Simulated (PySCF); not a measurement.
## F⁺ (fluorine, charge +1): UHF calculation

Configuration: [He] 2s2 2p4, high-spin 3P determinant. Computed with PySCF 2.14 in aug-cc-pVTZ (5s4p3d2f, 46 functions), with the non-relativistic Hamiltonian (point nucleus).

| Property | Result |
| --- | --- |
| Total energy | -98.830877 hartree |
| One-electron energy | -133.1785 hartree |
| Hartree (Coulomb) energy | 44.0197 hartree |
| Exchange energy | -9.6720 hartree |
| Kinetic energy | 98.80770 hartree |
| ⟨S²⟩ | 2.0053 |
| ⟨L²⟩ | 2.010 |
| Sum of ⟨r⟩ | 6.163 bohr |
| Sum of ⟨r²⟩ | 7.131 bohr² |
| Traceless quadrupole moment −½Σ⟨3z² − r²⟩ along its main axis | -0.534 e·bohr² |
| Density at the nucleus (Gaussians lack the cusp) | 433 bohr⁻³ |
| Spin density at the nucleus | 0.0446 bohr⁻³ |
| Langevin diamagnetic susceptibility | -5.65 ×10⁻⁶ cm³/mol |

| shell | electrons | mean orbital energy (eV) | spread (eV) | rms radius, mean of both spins (bohr) |
| --- | --- | --- | --- | --- |
| 1s α | 1 | -740.05 | 0 | 0.204 |
| 1s β | 1 | -737.16 | 0 | 0.204 |
| 2s α | 1 | -65.366 | 0 | 1.06 |
| 2s β | 1 | -54.309 | 0 | 1.06 |
| 2p α | 3 | -40.714 | 3.300 | 1.10 |
| 2p β | 1 | -35.649 | 0 | 1.10 |

Spin-orbit constants ζ (cm⁻¹) from the X2C one-electron operator on these orbitals (non-relativistic here): bare nucleus, nucleus screened by l(l+1)(2l+1)/3 electrons, and screened by the Breit-Pauli mean field of the electrons.

```csv
shell,bare,screened nucleus,mean field
2p,469.3,365.0,319.2
```

To first order the Landé constant is A = -159.6 cm⁻¹, so the lowest level has J = 2 and lies 0.0198 eV below the centre of the term. This holds in LS coupling only.
